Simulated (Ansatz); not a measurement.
Gas-phase electronic energies from Ansatz, PBE0-D4/def2-TZVP geometries. CBS: MP2 limit from def2 TZ/QZ plus the TZ coupled-cluster correction, frozen cores. This one scheme is used for every species. DFT in def2-TZVPP. One conformer a species, not always the lowest.

Reaction (ligand exchange at the Si–O bond): `C[SiH2]O[SiH3]` + `NCS` → `NCS[SiH3]` + `C[SiH2]O`

`C[SiH2]O[SiH3]`:

Cartesian coordinates in Å:
```
C -0.383 -1.651 1.392
Si -0.859 -0.350 0.157
O 0.489 0.456 -0.315
Si 1.090 1.644 -1.260
H 0.320 -2.364 0.956
H -1.268 -2.203 1.722
H 0.085 -1.201 2.271
H -1.821 0.617 0.755
H -1.500 -0.968 -1.037
H 2.558 1.703 -1.055
H 0.487 2.953 -0.894
H 0.801 1.365 -2.692
```

`NCS`:

Z-matrix (Å, degrees):
```
C
S 1 1.811
N 1 1.444 2 112.7
H 1 1.097 2 107.3 3 -128.3
H 1 1.092 2 104.7 3 117.9
H 2 1.342 1 96.7 3 83.9
H 3 1.012 1 111.0 2 -65.0
H 3 1.014 1 110.4 2 175.5
```

`NCS[SiH3]`:

Z-matrix (Å, degrees):
```
C
S 1 1.833
N 1 1.438 2 108.0
H 1 1.099 2 107.9 3 -125.3
H 1 1.091 2 108.3 3 117.8
Si 2 2.124 1 99.2 3 152.9
H 3 1.012 1 111.1 2 166.9
H 3 1.012 1 111.4 2 -71.6
H 6 1.483 2 106.2 1 -176.4
H 6 1.489 2 110.7 1 -56.6
H 6 1.488 2 112.4 1 63.9
```

`C[SiH2]O`:

Cartesian coordinates in Å:
```
C -1.170 0.016 0.086
Si 0.665 0.332 0.167
O 1.557 -1.019 -0.160
H -1.722 0.922 0.353
H -1.461 -0.776 0.779
H -1.481 -0.277 -0.920
H 1.065 0.732 1.538
H 1.009 1.427 -0.787
H 1.539 -1.358 -1.055
```

CCSD(T)/CBS gives +12.3 kcal/mol.

Task: Another level gave +11.4 kcal/mol. Which?
A. PBE0-D4/def2-TZVPP
B. PBE-QIDH/def2-TZVPP
C. CAM-B3LYP/def2-TZVPP
D. LDA (SPW92)/def2-TZVPP

Result: B. PBE-QIDH 11.4, LDA (SPW92) 8.7, PBE0-D4 9.8, CAM-B3LYP 14.6 kcal/mol.

Largest T1 diagnostic among the species: 0.011.

In def2-TZVPP, CCSD(T) changes the Hartree–Fock value by −4.9 kcal/mol (the triples alone add −1.0 kcal/mol) and MP2 by −5.6 kcal/mol. Leaving LDA and LC-ωPBE aside and taking each functional with its dispersion term where it has one, the values, not all of them listed here, spread over 6.7 kcal/mol, from revPBE-D4 to BHLYP-D4. At CCSD(T), def2-SVP lies +1.0 kcal/mol from the extrapolated value and def2-TZVPP +0.6 kcal/mol.
